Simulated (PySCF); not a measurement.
Two species compared at the same levels of theory.

First species: C₅H₉NO₂Si.
Atom-mapped SMILES: `[CH3:1][CH2:2][c:3]1[n:4][o:5][cH:6][c:7]1[O:8][SiH3:9]` (hydrogens: H10, H11, H12 on C1; H13, H14 on C2; H15 on C6; H16, H17, H18 on Si9)

Second species: C5H9NO2Si.
SMILES: `C=CC(=O)N[SiH2]C(C)=O`

Levels: PBE0/pcSseg-1 for dipole moment, HOMO energy, LUMO energy and HOMO–LUMO gap; GFN2-xTB for rotational constant A and rotational constant C. Geometries: GFN2-xTB. Each species is one conformer at its optimised geometry, gas phase, non-relativistic unless stated. Electronic properties by PySCF.

The conformers computed, where there is a choice (atom-mapped SMILES and torsion angles):
- `[CH3:1][CH2:2][c:3]1[n:4][o:5][cH:6][c:7]1[O:8][SiH3:9]`: C1–C2–C3–N4 -115°, C6–C7–O8–Si9 -1°
- `[CH2:1]=[CH:2][C:3](=[O:4])[NH:5][SiH2:6][C:7]([CH3:8])=[O:9]`: C1–C2–C3–O4 3°, C2–C3–N5–Si6 180°, C3–N5–Si6–C7 180°, N5–Si6–C7–C8 176°

```csv
property,column X,column Y
dipole moment,3.51 D,0.79 D
HOMO energy,-7.06 eV,-6.90 eV
LUMO energy,-0.21 eV,-1.40 eV
HOMO–LUMO gap,6.85 eV,5.50 eV
rotational constant A,1.894 GHz,4.300 GHz
rotational constant C,0.725 GHz,0.544 GHz
```

(1) Which column belongs to which species?

(2) How does each property change from the first species to the second?

Answers

(1) Column X is the first species and column Y the second. The first has 18 atoms and 76 electrons, the second 18 and 76.

(2) dipole moment -2.72 D; HOMO energy +0.16 eV; LUMO energy -1.19 eV; HOMO–LUMO gap -1.35 eV; rotational constant A +2.406 GHz; rotational constant C -0.181 GHz.

On the first: The dipole matches unit charges of opposite sign 0.73 Å apart (1 e·Å = 4.8032 D).

On the second: In atomic units the dipole is 0.31 e·bohr (1 au = 2.5417 D).
